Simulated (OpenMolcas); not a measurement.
## Zr I: effect of the active space

```
Program             : OpenMolcas 26.06
Method              : MS-CASPT2, IPEA 0.25 Eh, imaginary shift 0.1 Eh
Basis               : ANO-RCC-VQZP
Scalar Hamiltonian  : DKH2, point nucleus
Spin-orbit coupling : state interaction with AMFI integrals over the reference wave functions, term energies averaged over their components
```

A. 4 electrons in 6 orbitals (4d 5s); 2S+1 = 3 even, 71 roots; 2S+1 = 5 even, 15 roots kept (CI in the orbitals of an earlier block); 2S+1 = 1 even, 55 roots kept (CI in the orbitals of an earlier block); closed shells correlated: 4s 4p; CASPT2 step roughly 80 core-seconds
B. 4 electrons in 11 orbitals (4d 5s 5d); 2S+1 = 3 even, 48 roots; 2S+1 = 5 even, 15 roots kept (CI in the orbitals of an earlier block); 2S+1 = 1 even, 42 roots kept (CI in the orbitals of an earlier block, 23 in the spin-orbit step); closed shells correlated: 4s 4p; CASPT2 step of the order of 19 core-minutes

Energies in eV above 4d2 5s2 3F2, the measured ground level; measured values from NIST Handbook of Basic Atomic Spectroscopic Data.

| Level | A | B | Measured |
| --- | --- | --- | --- |
| 4d2 5s2 3F2 | 0.0000 | 0.0000 | 0.0000 |
| 4d2 5s2 3F3 | 0.0651 | 0.0754 | 0.0707 |
| 4d2 5s2 3F4 | 0.1289 | 0.1628 | 0.1538 |
| 4d2 5s2 1D2 | 0.1862 | 0.528 |  |
| 4d3 5s 3P0(1) | 0.310 | 0.329 |  |
| 4d3 5s 3P1(1) | 0.330 | 0.350 |  |
| 4d3 5s 3P2(1) | 0.374 | 0.365 |  |
| 4d3 5s 5F1 | 0.416 | 0.410 | 0.6039 |
| 4d3 5s 5F2 | 0.435 | 0.430 | 0.6228 |
| 4d3 5s 5F3 | 0.463 | 0.459 | 0.6508 |
| 4d3 5s 5F4 | 0.499 | 0.498 | 0.6869 |
| 4d3 5s 5F5 | 0.542 | 0.543 | 0.7301 |
| 4d2 5s2 1G4 | 0.590 | 0.894 | 0.9990 |
| 4d3 5s 5P1 | 1.236 | 1.184 | 1.3496 |
| 4d3 5s 5P2 | 1.252 | 1.202 | 1.3659 |
| 4d3 5s 5P3 | 1.280 | 1.239 | 1.3959 |
| 4d3 5s 3G3 | 1.317 | 1.358 | 1.5502 |
| 4d3 5s 3G4 | 1.337 | 1.378 | 1.5821 |
| 4d3 5s 3G5 | 1.358 | 1.400 | 1.5836 |
| 4d3 5s 3H4 | 1.636 | 1.670 |  |
| 4d3 5s 3H5 | 1.660 | 1.696 |  |
| 4d3 5s 3H6 | 1.676 | 1.712 |  |

Deviations, from unrounded energies. A percentage is the sum of absolute deviations over the sum of measured energies, with the sign that they share, or ± where signs differ.

```json
{"Against measurement": "mean absolute deviation (cm-1)", "Levels": "14", "A": "1400", "B": "1200"}
{"Against measurement": "fine structure of the ground term (%)", "Levels": "2", "A": "-13.6", "B": "+6.1"}
{"Against measurement": "other terms of the ground configuration (%)", "Levels": "1", "A": "-41.0", "B": "-10.5"}
{"Against measurement": "other configurations (%)", "Levels": "11", "A": "-16.4", "B": "-16.7"}
```

B lies closest to measurement on these levels. The largest miss of B in the table is 4d3 5s 3G4, by -1600 cm-1. The ranking rests on the paired levels alone, and a cruder setting can come out closer through cancelling errors.

The spin-orbit steps hold different terms of 4d2 5s2 (B lacks 1S), which shifts levels as well.

The two smallest mean deviations differ by little beside CASPT2's spread within terms, so their order carries little weight.

Between A and B the level of the table that moves most is 4d2 5s2 1D2, by 2800 cm-1 (lowest in A, highest in B). Moves below CASPT2's spread within the term are not significant.

Term energies are means over components that CASPT2 splits; among the terms shown or strongly mixed into the levels shown the widest spread is 1700 cm-1 (4d2 5s2 1G, A). Over all roots computed the reference weight is 0.84 to 0.91 in A, 0.86 to 0.92 in B; the roots of lowest weight are the least certain, and an intruder state may touch them. Terms from blocks run as CI alone lack orbitals of their own. Some terms miss by over 15 % even with CASPT2, which points to a basis or an active space too small for the shells correlated. The CASPT2 spread within a term exceeds the gap to the next term for 4d2 5s2 3F and 4d2 5s2 1D, 4d3 5s 5F and 4d2 5s2 1G, so the order of their levels is uncertain, and so are names and mixing where such terms share a J (figures for A; the like holds for B). Blocks of more than 70 roots (2S+1 = 3 even) ran without multistate coupling (holds for A). Configurations are named by rounded mean occupations; where the s occupation lies near a half they are strongly mixed, a name can repeat and a true partner stay unpaired (holds for A). A single d shell beside an s shell can misplace configurations of different d count against each other (holds for A). Some high roots are left out of the spin-orbit mixing, which shifts the levels that they would mix with (holds for B). Active for correlation alone: 5d; no level in the range computed is led by a configuration that fills it, so any true level of that kind is missing (holds for B). Measured partners are found by configuration, term and J. A level has none where our copy of the source lacks it or the pairing is in doubt (some pairs that miss far off the trend of their configuration count as doubtful), and it then counts in no deviation. Only configurations of the active space appear. Levels that lie high or do not pair safely by name in every column are left out.

A number in round brackets counts repeated terms of one configuration in the order of the reference energies.
